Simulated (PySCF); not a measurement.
Cl2Si, neutral, multiplicity 1.

```xyz
3

Si     0.0000     0.0000     0.9328
Cl     0.0000     1.6067    -0.3841
Cl     0.0000    -1.6067    -0.3841
```
Charge 0, spin multiplicity 1.

Coordinates come from a PBE0-D3(BJ)/def2-TZVP optimisation. The isomer is the one that the SMILES or the coordinates give; other isomers of the formula were not compared.

These are PBE/pcSseg-2 (PySCF) values and carry that method's errors. Non-relativistic, no solvent.

Computed absolute GIAO shielding of each atom: isotropic value and principal components (ppm):
| atom | σ(iso) | σ11 | σ22 | σ33 | span |
|---|---|---|---|---|---|
| Si1 | 48.5 | -315.9 | 205.7 | 255.9 | 571.9 |
| Cl2 | 367.0 | -268.4 | 656.9 | 712.7 | 981.1 |
| Cl3 | 367.0 | -268.4 | 656.9 | 712.7 | 981.1 |
